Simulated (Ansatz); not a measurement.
## Relaxing a trial structure of CH3AlZn

The starting geometry of this gas-phase singlet was optimised with GFN2-xTB.

```yaml
atoms:
  - { symbol: C, position_ang: [1.1825, -1.4472, 0.3866] }
  - { symbol: Al, position_ang: [2.3108, -2.5061, -0.7861] }
  - { symbol: Zn, position_ang: [-0.3666, -2.2375, -0.6990] }
  - { symbol: H, position_ang: [1.1586, -0.3491, 0.3236] }
  - { symbol: H, position_ang: [1.0597, -1.7024, 1.4494] }
  - { symbol: H, position_ang: [-1.4280, -2.9170, -1.6072] }
```

Question: Predict what becomes of its bonds when it is optimised with PBE0-D3(BJ)/def2-SVP.

Answer: A bond breaks, leaving `[Al][CH2][ZnH]`. Contacts that open: Al2–Zn3 (2.69 → 3.37 Å).

The energy falls by 0.37 eV over 8 steps:

```
step  E − E(last) (eV)
   1             0.366
   2             0.202
   3             0.079
   4             0.020
   5             0.002
   6             0.000
   7             0.000
   8             0.000
```

Final geometry (Å):

| atom | x (Å) | y (Å) | z (Å) |
| --- | --- | --- | --- |
| C | 1.1306 | -1.6028 | 0.1953 |
| Al | 2.8883 | -2.2348 | -0.4098 |
| Zn | -0.4737 | -2.2301 | -0.6989 |
| H | 1.1110 | -0.4932 | 0.1291 |
| H | 1.0111 | -1.8631 | 1.2695 |
| H | -1.7504 | -2.7354 | -1.4179 |

Frequencies at the end are all real (lowest 116 cm⁻¹). Run with Ansatz 0.2.0, 19 s on 1 thread of Arm Neoverse V1, on a shared host.
